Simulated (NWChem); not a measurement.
# C2H5FN2Si; SMILES N[Si@@H]1C=N[C@@H]1F

```xyz
11

N      0.7060     1.9388     0.4854
Si    -0.2321     0.8358    -0.4235
C     -1.5241    -0.2569     0.4334
N     -0.9179    -1.3794     0.2572
C      0.2912    -1.0232    -0.4991
F      1.4189    -1.3585     0.2038
H      1.1931     1.6818     1.3350
H      0.9792     2.8465     0.1334
H     -0.6281     1.5640    -1.6688
H     -2.4970    -0.2259     0.9471
H      0.3124    -1.5756    -1.4559
```
Atoms are numbered in this order, from 1.

Program: NWChem. Pople sets run with spherical d functions. All runs use the structure optimised with PBE0/def2-SVP. Level TPSS/6-31G*: energy and gradient; each run changes one setting, and changes count from the defaults (medium grid, exact Coulomb integrals, symmetry on).

Task: Which setting moves the energy most, and by about how much (tight SCF thresholds and tolerances; Becke weights; defaults; Coulomb fitting, Weigend set)?

Result: Coulomb fitting, Weigend set, by about 400 μHa.
```
setting                              size of the energy change (μHa)  largest change of a gradient component (μHa/bohr)  time, defaults = 1 (rough)
-----------------------------------  -------------------------------  -------------------------------------------------  --------------------------
defaults                                                        < 10                                               < 30                     about 1
Coulomb fitting, Weigend set                                     400                                                 60                         0.4
Becke weights                                                   < 10                                                 50                     about 1
tight SCF thresholds and tolerances                             < 10                                               < 30                     about 1
```
